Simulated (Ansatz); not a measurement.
## Redistribution: C2H7BO2 + C3H8O → B(CH3)(OH)2 + C4H10O

Gas-phase species: C2H7BO2 `COB(C)O`, singlet; C3H8O (1-propanol) `CCCO`, singlet; B(CH3)(OH)2 (methylboronic acid), singlet; C4H10O (1-methoxypropane) `CCCOC`, singlet. The partners trade CH3 for H; both sit on O, so the bond types are kept.

Shapes, held fixed at every level: PBE0-D4/def2-TZVP. Flexible molecules stand in one conformer, not always the lowest. Programs: Ansatz 0.2.0. Electronic energies: no zero-point or thermal term.

```
               level                   kind  ΔE (kJ/mol)  less CCSD(T)/CBS estimate
   PBE-D4/def2-TZVPP                    GGA         -6.2                       -0.8
r2SCAN-D4/def2-TZVPP               meta-GGA         -6.4                       -1.0
 B3LYP-D4/def2-TZVPP          global hybrid         -5.7                       -0.3
  PBE0-D4/def2-TZVPP          global hybrid         -5.7                       -0.3
   B2PLYP/def2-TZVPP          double hybrid         -6.5                       -1.1
      MP2/def2-TZVPP    perturbation theory         -7.9                       -2.5
     CCSD/def2-TZVPP  coupled cluster or CI         -5.8                       -0.4
CCSD(T)/CBS estimate  coupled cluster or CI         -5.4                        0.0
```

The highest level, CCSD(T)/CBS estimate, gives ΔE = -5.4 kJ/mol; the levels span -7.9 to -5.4. The column of differences is taken from that level and isn't an error. No measured value is set beside it here. The CBS estimate extrapolates MP2 from def2-TZVPP and def2-QZVPP and adds CCSD(T) − MP2 in the triple-zeta set, cores frozen.
